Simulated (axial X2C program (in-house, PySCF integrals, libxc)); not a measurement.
**Which molecule has these constants?**

All values come from calculations with an axial X2C code built on PySCF integrals, spin-free (one-electron X2C) or two-component (2c: spin–orbit coupling with atomic mean-field Coulomb and Gaunt terms, which also bring small scalar terms), in Dyall basis sets with cores contracted in-house; open shells are unrestricted.

A two-component PBE0 calculation in a Dyall 3-zeta basis gave Re = 2.916 Å, ωe = 182.7 cm⁻¹, dipole magnitude 6.86 D, Ω = 3/2.

Question: Which molecule is it?
A. NaC
B. NaSn
C. NaSi
D. NaGe

Answer: B. The others have NaSi 2.700 Å and 256.6 cm⁻¹ (Ω = 3/2); NaC 2.232 Å and 435.0 cm⁻¹ (Ω = 3/2); NaGe 2.735 Å and 208.3 cm⁻¹ (Ω = 3/2).

Each entry is the lowest single determinant of a limited PBE0 search at one distance. De goes to single-determinant-based atoms at the same level (for ions the charge split of lowest energy) and is withheld (n/a) where an atom does not fit its ground term or J level. Main or longest-lived isotopes. One determinant is a doubtful description, or other states lie close, for NaSn, NaSi, NaC, NaGe; these need not be ground states, and all values refer to the states named. With several unpaired electrons the Ω given is that of one determinant, not necessarily of the lowest component. Some light 2c atoms are not at their ground J level, so De misses part of their lowering (0.04 eV or less). The functionals have no current term, which raises determinants with orbital currents.
